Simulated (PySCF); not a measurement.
C₂H₅BF₂O, SMILES C[C@H](O)B(F)F.

Coordinates come from a r2SCAN-D4/def2-SVP optimisation. The structure was generated by enumeration; whether it is a known compound was not checked. The values are those of a single conformer.

Vertical ionisation energy (IE) and electron affinity (EA) in eV. Rows of orbital energies are one-electron estimates. Where ΔSCF, EOM or ADC give a negative EA the extra electron is unbound and the value depends on the basis.

```
level                                         IE     EA
-----------------------------------------  -----  -----
−ε(HOMO), −ε(LUMO), HF/def2-TZVP (PySCF)   12.42  -3.02
−ε(HOMO), −ε(LUMO), PBE/def2-TZVP (PySCF)   6.54   0.94
```
